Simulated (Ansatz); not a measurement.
The cluster Au₂Cl₂, relaxed as a triplet with UKS PBE0-D4/def2-SVP in Ansatz, starting from the PBE0-D4/def2-SVP geometry of the neutral singlet. Force threshold 0.02 eV/Å.

In the def2 sets Au takes a core potential; there is no spin–orbit coupling. At PBE0-D4/def2-SVP a singlet of charge 0 lies 1.04 eV below the triplet, each at its own geometry. The structure comes from a short search, and lower isomers may exist.

Start:

```xyz
4

Au    0.755   -1.150    0.221
Au   -0.755    1.150   -0.221
Cl   -0.182    0.280    2.078
Cl    0.182   -0.281   -2.078
```

(1) Estimate the energy that the relaxation releases and the steps that it takes.

(2) Does the start keep its bonding and symmetry?

(3) Predict the relaxed structure.

Results:

(1) 23.9 kcal/mol, in 22 steps; 80 s on 4 threads of Arm Neoverse V2 on a shared host. The force fell under the threshold at step 12, but the optimiser went on and released 0.262 eV more. No frequencies were taken in this run, so the end may be a saddle point.

(2) Bonds lost: Au1–Cl4 (atoms count from 1). Point group D2h at the start, Cs at the end, both within 0.05 Å.

(3) 
Cartesian coordinates in Å:
```
Au 1.0226 -1.5565 1.0176
Au -0.2639 0.4015 -0.3808
Cl -0.3096 0.4748 1.9622
Cl -0.4491 0.6802 -2.5990
```
Bond lengths (bridged metal pairs left out): 3 × Au–Cl 2.24 to 2.61 Å.
